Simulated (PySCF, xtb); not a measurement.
GeH4S, SMILES [SH][GeH3].

GFN2-xTB in xtb 6.7.1 at its own geometry gives an orbital gap of 5.38 eV and a dipole moment of 1.90 D.

Geometry optimised at PBE0-D3(BJ)/def2-TZVP.

Question: What does PBE0/def2-TZVPD (PySCF) give? (The exact figures need the calculation; the answer reports its results.)

Answer: gap 7.03 eV (levels -7.35 and -0.32 eV), dipole 1.29 D.
